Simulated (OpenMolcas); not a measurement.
## Worked example: vertical energy of the triplet above the singlet of CHI3 (iodoform)

The species is CHI3 (5 atoms), meant as a singlet with charge 0. As SMILES, `IC(I)I`. The shape is that of a GFN2-xTB optimisation.

| atom | x (Å) | y (Å) | z (Å) |
| --- | --- | --- | --- |
| I | -0.7007 | 1.3823 | 1.4384 |
| C | 0.0720 | 0.0924 | -0.1051 |
| I | 1.5620 | -1.2677 | 0.6519 |
| I | -1.5013 | -0.9374 | -1.1574 |
| H | 0.5679 | 0.7305 | -0.8277 |

Both states at this one shape; open shells run unrestricted unless said. 1 Eh = 27.2114 eV.

```tsv
level	program	singlet CHI3 (Eh)	triplet CHI3 (Eh)
TPSS0/def2-SVPD (core potential)	OpenMolcas	-931.576008	-931.466809
TPSS0/def2-TZVPD (RICD fitting, core potential)	OpenMolcas	-931.644910	-931.537701
```

Task: Work out the vertical gap, second state less first, at each level.

Result: 
1. TPSS0/def2-SVPD (core potential): -931.466809 − (-931.576008) = 0.109199 Eh = 2.97 eV.
2. TPSS0/def2-TZVPD (RICD fitting, core potential): -931.537701 − (-931.644910) = 0.107209 Eh = 2.92 eV.

No measured value is set beside it here; the levels span 2.92 to 2.97 eV. Spin-orbit coupling, which splits open shells on such heavy atoms by tenths of an eV, is left out.
